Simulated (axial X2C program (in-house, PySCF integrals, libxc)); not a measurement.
# SnF: cheaper levels and CCSD(T), 2c

Computed with an in-house relativistic program for diatomic molecules. Two-component (2c) means X2C with spin–orbit coupling and atomic mean-field two-electron Coulomb and Gaunt terms. Basis: Sn dyall-cv3z [11s12p9d4f1g], F dyall-av3z [7s6p3d2f] (cores contracted in-house); Gaussian nuclei, density fitting, unrestricted open shells. Masses: Sn 119.902 u, F 18.998 u.

State: Ω = 1/2 (⟨Sz⟩ = -0.50, ⟨Lz⟩ = 1.00 at HF); fragments Sn + F.

| level | Re (Å) | ωe (cm⁻¹) |
| --- | --- | --- |
| PBE0 | 1.952 | 572.7 |
| HF | 1.931 | 602.4 |
| MP2 | 1.964 | 569.5 |
| TPSS | 1.970 | 554.4 |

Correlated methods: 11 electrons correlated (number of frozen shells: Sn 4 s, 3 p, 2 d; F 1 s), 257 virtual spin orbitals or spinors in MP2, 90 natural virtuals in coupled cluster.

CCSD(T), same Hamiltonian and basis:

Re = 1.961 Å, ωe = 571.7 cm⁻¹; T1 = 0.017 (Lee–Taylor normalisation).

Task: Give the differences from CCSD(T) in the columns below.

Result: 

| level | ΔRe (Å) | Δωe (cm⁻¹) |
| --- | --- | --- |
| PBE0 | -0.009 | 1 |
| HF | -0.030 | 31 |
| MP2 | 0.003 | -2 |
| TPSS | 0.009 | -17 |

The state is a single determinant with fixed occupations, the lowest that a limited PBE0 search found. De is not given where an atomic determinant may have missed its ground term or J level, or where the truncated virtual space spoils (T). Density functionals use the spin component along the axis (collinear). Coupled cluster ran in a truncated set of natural virtual spinors; the MP2 energy of the rest was added. (T) has no such correction and the atoms are truncated less, which lowers De at CCSD(T) by a hundredth of an eV or more. Without a current term, density functionals place determinants with orbital angular momentum somewhat too high. With the outer-core shells frozen, correlated bond lengths of heavy atoms tend to come out a few hundredths of an ångström too long.
